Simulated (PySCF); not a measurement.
DMAc (C₄H₉NO), SMILES C(=O)(N(C)C)C.

The structure is a stationary point at B3LYP-D3(BJ)/def2-SVP.

All values below come from PySCF with B3LYP/def2-TZVP.

Symmetry labels are those of the subgroup Cs that the program uses (full group Cs).

Computed valence orbital energies around the gap with their symmetry:
```
orbital  symmetry  energy (eV)
-------  --------  -----------
HOMO−7         A'       -11.14
HOMO−6         A'       -11.12
HOMO−5         A"       -11.10
HOMO−4         A'       -10.82
HOMO−3         A'       -10.33
HOMO−2         A"        -9.76
HOMO−1         A'        -6.93
HOMO           A"        -6.71
LUMO           A"         0.50
LUMO+1         A'         0.55
LUMO+2         A'         1.42
LUMO+3         A'         1.99
```
